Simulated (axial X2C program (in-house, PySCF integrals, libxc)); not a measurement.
## Nuclear properties of SbO

Calculated with an in-house all-electron X2C program for linear molecules (integrals from PySCF): two-component X2C with atomic mean-field Coulomb and Gaunt terms, Gaussian nuclei, basis Sb dyall-cv3z, O dyall-av3z with contracted cores.

R = 1.811 Å (near the PBE0 minimum at charge 0 of the determinant lowest at the starting distance; the state shown can have its own minimum elsewhere).

Input and command:
```json
{"zs": [51, 8], "q": 0, "bas": ["dyall-cv3z", "dyall-av3z"], "r0": 1.9, "levels": ["PBE0", "HF", "PBE50", "B3LYP", "LDA"], "nst": 3}
```
```bash
python soeom.py task.json out
```

Keys: zs atomic numbers; q charge; bas basis sets; r0 starting distance in Å; levels methods; nst determinants followed.

Determinant lowest in the PBE0 search, Ω = 1/2 (⟨Sz⟩ = -0.50, ⟨Lz⟩ = 1.00 at PBE0), spin on the atoms Sb -0.41, O -0.09:

```json
{"level": "PBE0", "Eeff magnitude (GV/cm)": "0.689", "Ws magnitude Sb (kHz)": "0.369", "A∥/gI Sb (MHz)": "2610", "qzz Sb (a.u.)": "-3.53", "A∥/gI O (MHz)": "290", "qzz O (a.u.)": "0.24", "μ (D)": "-3.61"}
{"level": "HF", "Eeff magnitude (GV/cm)": "0.235", "Ws magnitude Sb (kHz)": "0.687", "A∥/gI Sb (MHz)": "2480", "qzz Sb (a.u.)": "-5.37", "A∥/gI O (MHz)": "237", "qzz O (a.u.)": "0.40", "μ (D)": "-4.54"}
{"level": "PBE50", "Eeff magnitude (GV/cm)": "0.582", "Ws magnitude Sb (kHz)": "0.227", "A∥/gI Sb (MHz)": "2610", "qzz Sb (a.u.)": "-4.12", "A∥/gI O (MHz)": "270", "qzz O (a.u.)": "0.30", "μ (D)": "-3.95"}
{"level": "B3LYP", "Eeff magnitude (GV/cm)": "1.09", "Ws magnitude Sb (kHz)": "0.825", "A∥/gI Sb (MHz)": "2530", "qzz Sb (a.u.)": "-3.20", "A∥/gI O (MHz)": "289", "qzz O (a.u.)": "0.18", "μ (D)": "-3.61"}
{"level": "LDA", "Eeff magnitude (GV/cm)": "1.22", "Ws magnitude Sb (kHz)": "1.02", "A∥/gI Sb (MHz)": "2610", "qzz Sb (a.u.)": "-2.88", "A∥/gI O (MHz)": "317", "qzz O (a.u.)": "0.18", "μ (D)": "-3.28"}
```

Determinant 0.30 eV from it at PBE0 and this distance, Ω = 3/2 (⟨Sz⟩ = 0.50, ⟨Lz⟩ = 1.00 at PBE0), spin on the atoms Sb 0.48, O 0.02:

```tsv
level	Eeff magnitude (GV/cm)	Ws magnitude Sb (kHz)	A∥/gI Sb (MHz)	qzz Sb (a.u.)	A∥/gI O (MHz)	qzz O (a.u.)	μ (D)
PBE0	1.11	0.542	238	-3.96	84	0.21	-3.45
HF	3.59	1.42	-414	-0.79	262	-0.42	-2.16
PBE50	1.7	0.746	134	-4.25	120	0.22	-3.67
B3LYP	0.612	0.355	331	-3.69	71.8	0.16	-3.47
LDA	0.334	0.238	326	-3.35	65.5	0.15	-3.13
```

Eeff is the effective electric field on the electron electric dipole moment in this Ω state and Ws the scalar–pseudoscalar constant of the nucleus named (defined with the proton number Z and per Ω); A∥ (defined per Ω) follows by multiplying with gI = μI/(I μN); qzz is the electric field gradient, eQq0 = 234.96 MHz × Q/barn × qzz; μ is positive if the O end (last atom) is positive. The operators were transformed with the bare-nucleus X2C matrices; with these basis sets, hyperfine constants and field gradients can be off by tens of per cent, and where levels differ in sign neither size nor sign is settled.

Question: With gI(121Sb) = 1.3454, Q(121Sb) = -0.543 barn, gI(17O) = -0.7575 (g factors from the IAEA table of nuclear moments by Stone; Q from Pyykkö, Mol. Phys. 2018), turn the PBE0 values of the first state into constants in MHz.

Answer: A∥(121Sb) = 2610 × 1.3454 = 3510 MHz; eQq0(121Sb) = 234.96 × (-0.543) × (-3.53) = 450 MHz; A∥(17O) = 290 × -0.7575 = -220 MHz.

Each state is one determinant with collinear spin. Unrestricted Hartree–Fock can overshoot spin polarisation at the nuclei. In the state Ω = 1/2 the sign of Eeff differs between levels (HF against PBE0). Where Eeff spreads by more than a factor of two the levels disagree and none is to be relied on. At HF a later determinant lies lower. The search compared states at one distance, so a state with another bond length can lie lower. The sign of Ws at Sb differs between levels in the first state. Where a field gradient or hyperfine factor spreads by more than a factor of two over the levels, a constant derived from it is not to be relied on. PBE0 term energies can be off by some tenths of an eV.
